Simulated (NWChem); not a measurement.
The numbers come from NWChem runs, not from measurements. System: HfO, charge 0, spin multiplicity 1, at a geometry optimised with PBE/def2-SVP with def2 effective core potentials on Hf. The structure started from a generated list of species. Level: CIS/def2-SVPD with def2 effective core potentials on Hf.

Part of the output:

```
             Northwest Computational Chemistry Package (NWChem) 7.3.0
             --------------------------------------------------------

                                NWChem Input Module
                                -------------------

 Scaling coordinates for geometry "geometry" by  1.889725989
 (inverse scale =  0.529177249)

 Turning off AUTOSYM since
 SYMMETRY directive was detected!

                             Geometry "geometry" -> ""
                             -------------------------

 Output coordinates in angstroms (scale by  1.889725989 to convert to a.u.)

  No.       Tag          Charge          X              Y              Z
 ---- ---------------- ---------- -------------- -------------- --------------
    1 Hf                  72.0000     0.00000000     0.00000000     0.17780900
    2 O                    8.0000     0.00000000     0.00000000    -1.60028500

 Effective nuclear repulsion energy (a.u.)     171.4229368210

            Nuclear Dipole moment (a.u.)
            ----------------------------
        X                 Y               Z
 ---------------- ---------------- ----------------
     0.0000000000     0.0000000000    -0.0000604712

      Symmetry information
      --------------------

 Group name             C2v
 Group number             16
 Group order               4
 No. of unique centers     2

      Symmetry unique atoms

     1    2


 Summary of "ao basis" -> "" (spherical)
 ------------------------------------------------------------------------------
       Tag                 Description            Shells   Functions and Types
 ---------------- ------------------------------  ------  ---------------------
 *                         def2-svpd                  on all atoms

 Summary of "ao basis" -> "ao basis" (spherical)
 ------------------------------------------------------------------------------
       Tag                 Description            Shells   Functions and Types
 ---------------- ------------------------------  ------  ---------------------
 Hf                        def2-svpd                13       35   6s4p2d1f
 O                         def2-svpd                 9       23   4s3p2d

 Summary of "ao basis" -> "ao basis" (spherical)
 ------------------------------------------------------------------------------
       Tag                 Description            Shells   Functions and Types
 ---------------- ------------------------------  ------  ---------------------
[...]
     Pearson C.C. =   0.0006

     Occ.   10  a1  ---  Virt.   14  a2       0.13838
     Occ.   10  a1  ---  Virt.   15  a1       0.96504
     Occ.   10  a1  ---  Virt.   26  a1      -0.21326
  ----------------------------------------------------------------------------
  Root   3 singlet b1             0.114992620 a.u.                3.1291 eV
  ----------------------------------------------------------------------------
     Transition Moments    X  1.73499   Y -0.00647   Z -0.00000
     Transition Moments   XX -0.00000  XY  0.00000  XZ  3.60697
     Transition Moments   YY  0.00000  YZ -0.01346  ZZ -0.00000
     Dipole Oscillator Strength                    0.2307688432
     Electric Quadrupole                           0.0000001053
     Magnetic Dipole                               0.0000002012
     Total Oscillator Strength                     0.2307691497

          sigma_e =   1.8269 Angstrom
          sigma_h =   1.9241 Angstrom
         |d_h->e| =   0.0042 Angstrom
            d_exc =   2.6475 Angstrom
            d_CD1 =   0.1014 Angstrom
            d_CD2 =  -1.8712 Angstrom
            d_CD3 =   2.6517 Angstrom
     Pearson C.C. =   0.0043

     Occ.    7  a1  ---  Virt.   17  b1      -0.07515
     Occ.   10  a1  ---  Virt.   11  b1      -0.77164
     Occ.   10  a1  ---  Virt.   17  b1       0.57201
     Occ.   10  a1  ---  Virt.   20  b1       0.18948
     Occ.   10  a1  ---  Virt.   23  b1      -0.07209
     Occ.   10  a1  ---  Virt.   28  b1       0.14830
  ----------------------------------------------------------------------------
  Root   4 singlet b2             0.114992620 a.u.                3.1291 eV
  ----------------------------------------------------------------------------
     Transition Moments    X -0.00647   Y -1.73499   Z -0.00000
     Transition Moments   XX  0.00000  XY  0.00000  XZ -0.01346
     Transition Moments   YY -0.00000  YZ -3.60697  ZZ -0.00000
     Dipole Oscillator Strength                    0.2307688432
     Electric Quadrupole                           0.0000001053
     Magnetic Dipole                               0.0000002012
     Total Oscillator Strength                     0.2307691497

          sigma_e =   1.8269 Angstrom
          sigma_h =   1.9241 Angstrom
         |d_h->e| =   0.0042 Angstrom
            d_exc =   2.6475 Angstrom
            d_CD1 =   0.1014 Angstrom
            d_CD2 =  -1.8712 Angstrom
            d_CD3 =   2.6517 Angstrom
     Pearson C.C. =   0.0043

     Occ.    7  a1  ---  Virt.   18  b2       0.07515
     Occ.   10  a1  ---  Virt.   12  b2       0.77164
     Occ.   10  a1  ---  Virt.   18  b2      -0.57201
     Occ.   10  a1  ---  Virt.   21  b2      -0.18948
     Occ.   10  a1  ---  Virt.   24  b2       0.07209
     Occ.   10  a1  ---  Virt.   29  b2      -0.14830
  ----------------------------------------------------------------------------
  Root   5 singlet a1             0.135713555 a.u.                3.6930 eV
  ----------------------------------------------------------------------------
     Transition Moments    X  0.00000   Y -0.00000   Z  1.89468
     Transition Moments   XX -0.35085  XY  0.00000  XZ  0.00000
     Transition Moments   YY -0.35085  YZ -0.00000  ZZ  7.03960
     Dipole Oscillator Strength                    0.3247921915
     Electric Quadrupole                           0.0000002423
     Magnetic Dipole                               0.0000000000
     Total Oscillator Strength                     0.3247924339

          sigma_e =   2.0993 Angstrom
          sigma_h =   1.9244 Angstrom
         |d_h->e| =   0.6045 Angstrom
            d_exc =   2.9036 Angstrom
            d_CD1 =   0.7794 Angstrom
            d_CD2 =  -1.4073 Angstrom
            d_CD3 =   3.5081 Angstrom
     Pearson C.C. =   0.0055

     Occ.    7  a1  ---  Virt.   13  a1       0.07406
     Occ.    7  a1  ---  Virt.   19  a1       0.05414
     Occ.   10  a1  ---  Virt.   13  a1      -0.93426
     Occ.   10  a1  ---  Virt.   16  a1       0.09890
     Occ.   10  a1  ---  Virt.   19  a1      -0.29904
     Occ.   10  a1  ---  Virt.   22  a1       0.07708
     Occ.   10  a1  ---  Virt.   30  a1      -0.06513
     Occ.   10  a1  ---  Virt.   31  a1       0.06178

              Target root =      1
          Target symmetry = none
      Ground state energy =   -122.245931662128
        Excitation energy =      0.076117944965
     Excited state energy =   -122.169813717163

  stored tddft:energy   -122.16981371716288

 Task  times  cpu:       10.2s     wall:       10.2s

 Total times  cpu:       10.2s     wall:       10.2s
```

Q: Write an NWChem input that would produce this output.

A: One answer among several that fit: 
```
start mol
memory heap 200 mb stack 900 mb global 1100 mb
geometry units angstroms nocenter noautoz
  Hf     0.000000     0.000000     0.177809
  O      0.000000     0.000000    -1.600285
  symmetry group C2v
end
basis spherical
  * library def2-svpd
end
ecp
  Hf library def2-ecp
end
dft
  xc hfexch
  semidirect memsize 60000000 filesize 0
  iterations 100
end
tddft
  cis
  nroots 5
  notriplet
  thresh 1e-4
end
task tddft energy
```
